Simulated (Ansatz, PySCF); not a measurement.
Molecule: sum formula BN$_{2}$H$_{5}$, net charge 0, singlet state. 
Structure (B3LYP-D3(BJ)/def2-TZVP (Ansatz, an electronic-structure program) minimum search):
SMILES: NBN
```xyz
8

B     -0.0373    -0.2294     0.4415
N     -1.2201     0.2041    -0.1962
N      1.2464    -0.0420    -0.1157
H     -0.1267    -0.7790     1.4993
H     -1.2476     0.6744    -1.0851
H     -2.1264     0.0644     0.2112
H      1.4236     0.4079    -0.9979
H      2.0791    -0.3552     0.3484
```
Charge 0, spin multiplicity 1.

Dipole moments at this geometry, in debye (magnitudes).

```json
[
 {"level": "BLYP/def2-TZVPD", "program": "PySCF", "dipole (D)": "1.34"},
 {"level": "BP86/def2-TZVPD", "program": "PySCF", "dipole (D)": "1.37"},
 {"level": "M06-L/def2-TZVPD", "program": "PySCF", "dipole (D)": "[?]"},
 {"level": "B97M-V/def2-TZVPD", "program": "Ansatz", "dipole (D)": "1.38"},
 {"level": "BHLYP/def2-TZVPD", "program": "Ansatz", "dipole (D)": "1.25"},
 {"level": "HSE06/def2-TZVPD", "program": "Ansatz", "dipole (D)": "1.32"},
 {"level": "wB97M-V/def2-TZVPD", "program": "Ansatz", "dipole (D)": "1.34"},
 {"level": "wB97X-V/def2-TZVPD", "program": "Ansatz", "dipole (D)": "1.30"},
 {"level": "CCSD(T)/aug-cc-pVDZ", "program": "Ansatz", "dipole (D)": "[?]"}
]
```

Some entries are withheld; supply them.


- M06-L/def2-TZVPD, dipole (D): 1.41
- CCSD(T)/aug-cc-pVDZ, dipole (D): 1.31
